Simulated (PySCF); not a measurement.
Mo(OH)3 (H₃MoO₃), SMILES [OH][Mo]([OH])[OH] (connectivity only; charge and spin as stated), neutral, multiplicity 4. Atoms are numbered in the order given.

```xyz
7

Mo     0.0093     0.0035     0.0000
O      0.0878     0.9434     1.6511
H     -0.7076     1.1839     2.1507
O      0.0878     0.9434    -1.6511
H     -0.7076     1.1839    -2.1507
O     -0.1298    -1.8939     0.0000
H      0.6577    -2.4602     0.0000
```
Charge 0, spin multiplicity 4.

The structure is a stationary point at B3LYP-D3(BJ)/def2-SVP. The spin state was assumed, not searched. The def2 effective core potentials stand for the cores of Mo; spin–orbit coupling is left out. Other conformers were not sampled.

Level of theory: PySCF with TDA-PBE/def2-SVPD.

Vertical excitations. Isolated molecule, no solvent.

```json
[
 {"state": "root 1", "energy (eV)": "2.75", "λ (nm)": "450", "f": "0.002", "main pairs": "α HOMO−1→LUMO 56 %, α HOMO→LUMO+1 44 %"},
 {"state": "root 2", "energy (eV)": "2.76", "λ (nm)": "449", "f": "0.000", "main pairs": "α HOMO→LUMO 60 %, α HOMO−1→LUMO+1 40 %"},
 {"state": "root 3", "energy (eV)": "3.03", "λ (nm)": "409", "f": "0.000", "main pairs": "α HOMO→LUMO+1 55 %, α HOMO−1→LUMO 43 %"},
 {"state": "root 4", "energy (eV)": "3.05", "λ (nm)": "407", "f": "0.000", "main pairs": "α HOMO−1→LUMO+1 59 %, α HOMO→LUMO 40 %"},
 {"state": "root 5", "energy (eV)": "3.55", "λ (nm)": "349", "f": "0.002", "main pairs": "α HOMO−1→LUMO+2 69 %, α HOMO−2→LUMO 31 %"},
 {"state": "root 6", "energy (eV)": "3.56", "λ (nm)": "348", "f": "0.002", "main pairs": "α HOMO→LUMO+2 86 %"},
 {"state": "root 7", "energy (eV)": "3.57", "λ (nm)": "347", "f": "0.001", "main pairs": "α HOMO−2→LUMO 68 %, α HOMO−1→LUMO+2 31 %"},
 {"state": "root 8", "energy (eV)": "3.63", "λ (nm)": "341", "f": "0.003", "main pairs": "α HOMO−2→LUMO+1 86 %"},
 {"state": "root 9", "energy (eV)": "3.92", "λ (nm)": "316", "f": "0.011", "main pairs": "α HOMO→LUMO+3 99 %"},
 {"state": "root 10", "energy (eV)": "3.94", "λ (nm)": "315", "f": "0.004", "main pairs": "α HOMO−1→LUMO+3 99 %"}
]
```
Unrestricted roots are not spin-pure.
